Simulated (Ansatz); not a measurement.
Ideal-gas functions of H₄HfO₂Se₂, SMILES `[OH][Hf]([OH])([SeH])[SeH]` at 600 K and 1 bar, from an Ansatz frequency run at PBE0-D4/def2-TZVP.

Molar mass 372.44 g/mol, point group C1 (symmetry number 1), electronic degeneracy 1, moments of inertia 370.945, 836.038, 1011.318 u Å². Harmonic wavenumbers (cm⁻¹, unscaled): 40, 73, 94, 125, 136, 141, 169, 219, 225, 237, 282, 311, 346, 446, 449, 704, 724, 2423, 2430, 4005, 4009.

Use S(trans) = R[1.5 ln M + 2.5 ln T − 1.1517]; rotational temperatures θ = 24.2544 K / I; S(rot) = R[ln(√π/σ · √(T³/θAθBθC)) + 1.5]; for each mode x = 1.438777 ν̃/T, S = R[x/(eˣ − 1) − ln(1 − e⁻ˣ)] and H = RT x/(eˣ − 1); 1 cm⁻¹ = 0.0119627 kJ/mol; R = 8.31446 J/(mol·K).

Problem. By hand: the entropy, in J/(mol·K).

Solution. Translation 197.2. Rotation: θ = 0.0654, 0.029, 0.024 K, giving 138.6. Vibration, mode by mode: 27.81, 22.81, 20.72, 18.36, 17.67, 17.37, 15.88, 13.76, 13.54, 13.12, 11.72, 10.94, 10.10, 8.14, 8.09, 4.88, 4.70, 0.17, 0.17, 0.01, 0.01, in all 240.0. Electronic 0.0. Sum 575.8 J/(mol·K).

Problem. By hand: H − E and G − E in kJ/mol, counted from the electronic energy.

Solution. Zero-point energy ½ × 17588 × 0.0119627 = 105.2; thermal vibration 61.3; translation, rotation and pV give 4 RT = 20.0. H − E = 186.5 kJ/mol, and G − E = 186.5 − 600 × 575.8/1000 = -159.0 kJ/mol.

Vibration gives 42 % of the entropy, 124.7 J/(mol·K) of it from the modes under 150 cm⁻¹: soft modes count most, and the harmonic formula is weakest for them. The sum counts one conformer and one mirror image; others add a mixing term.
